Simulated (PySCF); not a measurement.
**Diatomic cations of Zn with the halogens**

PBE0 with triple-zeta basis sets in PySCF, for the lowest determinant that a PBE0 search found; no spin–orbit coupling. De refers to high-spin ground-configuration atoms (the charge goes to the atom of lower measured ionisation energy or higher electron affinity, which is not always the lowest computed limit). A positive dipole points towards Zn; it is taken about the centre of mass and depends on that origin.

```csv
M,basis,charged atom,state (unpaired electrons),Re (Å),ωe (cm⁻¹),De (eV),μ (D)
F,def2-TZVPPD,Zn+,singlet (closed shell),1.711,724,2.76,5.86
Br,def2-TZVPPD,Zn+,singlet (closed shell),2.191,342,2.43,6.59
```

Task: The row for M = Cl is missing. Estimate Re, ωe and De as the mean of the rows for F and Br, and compare with the calculation.

Result: The means are 1.951 Å, 533 cm⁻¹ and 2.59 eV. PBE0 in def2-TZVPPD gives ZnCl⁺ as a singlet (closed shell) with Re = 2.053 Å, ωe = 467 cm⁻¹, De = 2.58 eV, so the estimate is off by -10.2 pm, +14 % and +0.01 eV.

For an ion De counts to the pair picked by the measured ionisation energies or electron affinities, which need not be the lowest pair at this level.
